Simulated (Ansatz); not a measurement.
`[AlH2][SiH]1C[SiH2]1`, 11 atoms. The species carries charge 0 and has multiplicity 1. All runs use 2 threads of an Intel Xeon Platinum 8259CL on a shared host. Correlated methods freeze the cores.

(1) Give the basis size and wall time and peak host memory of each of these runs in Ansatz. RKS r2SCAN-D4/def2-TZVPP energy and forces; RHF-CCSD(T)/def2-SVP energy; RHF-CCSD(T)/def2-TZVPP energy; RKS PBE0-D4/def2-TZVP relaxation (6 steps); RKS PBE0-D4/def2-TZVP frequencies; RKS PBE-D4/def2-TZVPP energy and forces; RKS PBE0-D4/def2-QZVPP energy; RKS BLYP-D4/def2-TZVPP energy; RKS ωB97M-V/def2-SVP energy; RKS ωB97M-V/def2-QZVPP energy; direct RPA on PBE orbitals/def2-TZVPP energy; RHF-MP2/def2-QZVPP energy. (Best estimate.)

Results:

(1) Ansatz gave: Other jobs shared the machine, so times are rough.

```json
{"level": "RKS BLYP-D4/def2-TZVPP", "job": "energy", "functions": "255", "wall time": "5.5 s", "peak host memory (GiB)": "0.37"}
{"level": "RHF-CCSD(T)/def2-SVP", "job": "energy", "functions": "103", "wall time": "6.5 s", "peak host memory (GiB)": "0.39"}
{"level": "RKS PBE-D4/def2-TZVPP", "job": "energy and forces", "functions": "255", "wall time": "7 s", "peak host memory (GiB)": "0.37"}
{"level": "RKS ωB97M-V/def2-SVP", "job": "energy", "functions": "103", "wall time": "11 s", "peak host memory (GiB)": "0.35"}
{"level": "direct RPA on PBE orbitals/def2-TZVPP", "job": "energy", "functions": "255", "wall time": "13 s", "peak host memory (GiB)": "0.62"}
{"level": "RKS r2SCAN-D4/def2-TZVPP", "job": "energy and forces", "functions": "255", "wall time": "13 s", "peak host memory (GiB)": "0.4"}
{"level": "RKS PBE0-D4/def2-QZVPP", "job": "energy", "functions": "477", "wall time": "30 s", "peak host memory (GiB)": "1.7"}
{"level": "RKS PBE0-D4/def2-TZVP", "job": "relaxation (6 steps)", "functions": "184", "wall time": "55 s", "peak host memory (GiB)": "0.49"}
{"level": "RKS ωB97M-V/def2-QZVPP", "job": "energy", "functions": "477", "wall time": "56 s", "peak host memory (GiB)": "2.1"}
{"level": "RHF-MP2/def2-QZVPP", "job": "energy", "functions": "477", "wall time": "61 s", "peak host memory (GiB)": "3"}
{"level": "RKS PBE0-D4/def2-TZVP", "job": "frequencies", "functions": "184", "wall time": "6.6 min", "peak host memory (GiB)": "0.51"}
{"level": "RHF-CCSD(T)/def2-TZVPP", "job": "energy", "functions": "255", "wall time": "8 min", "peak host memory (GiB)": "2.1"}
```
